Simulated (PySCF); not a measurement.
Stepwise substitution at one centre (Sn NH2-OCH3). Gas-phase values, no solvent. One relaxed conformer stands for each flexible species; it need not be the lowest. Strings in code marks are SMILES.

The four lowest singlet excitations (Tamm–Dancoff). Computed with B3LYP-D3(BJ)/def2-TZVP // PBE0-D4/def2-SVP (PySCF). B3LYP has the VWN-RPA correlation part, as in Gaussian. Excitations are Tamm–Dancoff values on a coarser integration grid. The basis has no diffuse functions, so Rydberg states are missing or too high.

| state | energy (eV) | wavelength (nm) | oscillator strength |
|---|---|---|---|
| S1 | 4.78 | 259 | 0.003 |
| S2 | 4.87 | 254 | 0.015 |
| S3 | 4.98 | 249 | 0.041 |
| S4 | 5.26 | 236 | 0.083 |

**Question.** Say which member gives these states.
A) `C[O][Sn]([NH2])([O]C)[O]C`
B) `[NH2][Sn]([NH2])([NH2])[NH2]`
C) `C[O][Sn]([NH2])([NH2])[O]C`
D) `C[O][Sn]([O]C)([O]C)[O]C`

**Answer.** A, `C[O][Sn]([NH2])([O]C)[O]C`
